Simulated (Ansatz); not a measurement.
Consider the ligand exchange at a Ge–Se bond: `[Cl][GeH]([Cl])[SeH]` + HCl → `[Cl][GeH]([Cl])[Cl]` + H₂Se.

Computed with Ansatz on PBE0-D4/def2-TZVP structures; ΔE is electronic, products minus reactants. CBS: MP2 limit from def2 TZ/QZ plus the TZ coupled-cluster correction, frozen cores. This one scheme is used for every species. DFT in def2-TZVPP. For Ge, Se outer-core shells are correlated without core-valence functions, which leaves a few kJ/mol of doubt a bond. Scalar relativity is left out up to krypton. One conformer a species, not always the lowest.

Problem. Is it downhill or uphill in electronic energy at CCSD(T)/CBS, and by how much? (Estimate.)

Solution. The calculation gave: Downhill: ΔE = -7.9 kJ/mol.

Problem. What do these levels give: CAM-B3LYP-D4, r2SCANh, BHLYP, CAM-B3LYP, HF/def2-TZVPP, HF/def2-QZVPP? (An estimate is asked.)

Solution. Ansatz gave: CAM-B3LYP-D4 -13.6, r2SCANh -11.9, BHLYP -16.1, CAM-B3LYP -16.0, HF/def2-TZVPP -21.9, HF/def2-QZVPP -22.4 kJ/mol.

Largest T1 diagnostic among the species: 0.009.

At CCSD(T), def2-SVP lies −9.4 kJ/mol from the extrapolated value and def2-TZVPP −2.1 kJ/mol. The D4 term adds +3.7 kJ/mol with B3LYP and +2.1 kJ/mol with PBE0; it sums over pairs of atoms, weighted by their polarisabilities, and B3LYP, whose exchange is more repulsive, gets the larger term. Leaving LDA and LC-ωPBE aside and taking each functional with its dispersion term where it has one, the values, not all of them listed here, spread over 12.0 kJ/mol, from B97M-V to PBE-D4.

B3LYP here is the variant with VWN-RPA as its local correlation; programs differ in this.
